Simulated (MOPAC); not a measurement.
Input file for MOPAC: PM3 on AlZn, 2S+1 = 2, a spin state set in the input, which need not be the lowest, a point of a bond scan (R = 2.638 Å).

```
PM3 1SCF PRECISE CHARGE=0 UHF MS=0.5 THREADS=1
AlZn

Zn     0.00000000 1     0.00000000 1     0.00000000 1
Al     0.00000000 1     0.00000000 1     2.63777300 1
```

It printed:

```
*******************************************************************************
 **                                                                           **
 **                              MOPAC v23.2.5                                **
 **                                                                           **
 *******************************************************************************
 ** MOPAC's Digital Object Identifier: https://doi.org/10.5281/zenodo.6511958 **
 **                                                                           **
 ** Please cite the open-source release paper for use of this MOPAC version:  **
 ** J. E. Moussa and J. J. P. Stewart (2026)                                  **
 ** MOPAC: An open-source semiempirical molecular orbital program             **
 ** J. Open Source Softw., 11(119), 8025, https://doi.org/10.21105/joss.08025 **
 *******************************************************************************

                              PM3 CALCULATION RESULTS

 *******************************************************************************
 *  PM3        - The PM3 Hamiltonian to be used
 *  UHF        - UNRESTRICTED HARTREE-FOCK CALCULATION
 *
 *
 *
 *                 CHARGE ON SYSTEM = 0
 *
 *
 *
 *  MS=        - IN MECI, MAGNETIC COMPONENT OF SPIN =  0.5
 *  PRECISE    - TIGHTER CRITERIA TO BE USED
 *  1SCF       - DO 1 SCF AND THEN STOP
 *  THREADS=1  - MULTI-THREADING NOT USED
 *  T=         - A TIME OF 172800.0 SECONDS REQUESTED
 *  DUMP=N     - RESTART FILE WRITTEN EVERY 7200.0 SECONDS REQUESTED
 *******************************************************************************
PM3 1SCF PRECISE CHARGE=0 UHF MS=0.5 THREADS=1
 AlZn

   ATOM   CHEMICAL          X               Y               Z
  NUMBER   SYMBOL      (ANGSTROMS)     (ANGSTROMS)     (ANGSTROMS)

     1      Zn          0.00000000  *   0.00000000  *   0.00000000  *
     2      Al          0.00000000  *   0.00000000  *   2.63777300  *



          CARTESIAN COORDINATES

    NO.       ATOM           X           Y           Z

     1        Zn          0.0000      0.0000      0.0000
     2        Al          0.0000      0.0000      2.6378

 Al: (PM3): J. J. P. STEWART, J. COMP. CHEM. 10, 209 (1989).
 Zn: (PM3): J. J. P. STEWART, J. COMP. CHEM. 12, 320-341 (1991).

           Empirical Formula: Zn Al  =     2 atoms



      MOLECULAR POINT GROUP   :   C*v


          UHF CALCULATION, NO. OF ALPHA ELECTRONS =    3
                           NO. OF BETA  ELECTRONS =    2

 -------------------------------------------------------------------------------
 PM3 1SCF PRECISE CHARGE=0 UHF MS=0.5 THREADS=1
 AlZn



     1SCF WAS SPECIFIED, SO BFGS WAS NOT USED
     SCF FIELD WAS ACHIEVED


                              PM3 CALCULATION
                                                       MOPAC v23.2.5 Linux




          FINAL HEAT OF FORMATION =         60.82317 KCAL/MOL =     254.48412 KJ/MOL


          COSMO AREA              =         88.03 SQUARE ANGSTROMS
          COSMO VOLUME            =         72.69 CUBIC ANGSTROMS

          IONIZATION POTENTIAL    =          7.953600 EV
          ALPHA SOMO LUMO (EV)    =         -7.954 -2.013
          BETA  SOMO LUMO (EV)    =         -8.544 -1.453
          NO. OF ALPHA ELECTRONS  =          3
          NO. OF BETA  ELECTRONS  =          2
          MOLECULAR WEIGHT        =         92.3615         POINT GROUP:  C*v

          MOLECULAR DIMENSIONS (Angstroms)

            Atom       Atom       Distance
           Al     2   Zn     1     2.63777
           Al     2   Zn     1     0.00000
           Zn     1   Al     2     0.00000


          SCF CALCULATIONS        =          1





   ATOM   CHEMICAL          X               Y               Z
  NUMBER   SYMBOL      (ANGSTROMS)     (ANGSTROMS)     (ANGSTROMS)

     1      Zn          0.00000000  *   0.00000000  *   0.00000000  *
     2      Al          0.00000000  *   0.00000000  *   2.63777300  *

                             CARTESIAN COORDINATES

   1   Zn        0.000000000     0.000000000     0.000000000
   2   Al        0.000000000     0.000000000     2.637773000


           Empirical Formula: Zn Al  =     2 atoms



      MOLECULAR POINT GROUP   :   C*v


          ALPHA EIGENVALUES
 -11.84512  -8.51564  -7.95360  -2.01331   3.35194   4.02952   4.04449   4.13148


           BETA EIGENVALUES
 -10.27060  -8.54352  -1.45341  -1.23524   2.75260   4.06430   4.10519   7.04622


              NET ATOMIC CHARGES AND DIPOLE CONTRIBUTIONS

  ATOM NO.   TYPE          CHARGE      No. of ELECS.   s-Pop       p-Pop
    1         Zn          -0.049862        2.0499     1.99520     0.05466
    2         Al           0.049862        2.9501     0.70227     2.24787
 DIPOLE           X         Y         Z       TOTAL
 POINT-CHG.     0.000     0.000     0.632     0.632
 HYBRID        -0.000     0.000    -0.297     0.297
 SUM           -0.000     0.000     0.335     0.335


          ATOMIC ORBITAL ELECTRON POPULATIONS

     Atom    s        px        py        pz
    1 Zn   1.99520   0.01427   0.00000   0.04039
    2 Al   0.70227   0.98573   0.00000   1.26214


                    (SZ)    =    0.500000
                    (S**2)  =    1.667253


          ATOMIC ORBITAL SPIN POPULATIONS

    Atom   Total    s     px     py     pz
         Atomic
    1 Zn  0.0481  0.004  0.014  0.000  0.030
    2 Al  0.9519  0.119  0.986  0.000 -0.153

 **********************
 *                    *
 * JOB ENDED NORMALLY *
 *                    *
 **********************




 == MOPAC DONE ==
```

The run finished. Its determinant has ⟨S²⟩ = 1.67, a mixture of spin states.

Cost: very roughly 0.020 core-seconds.
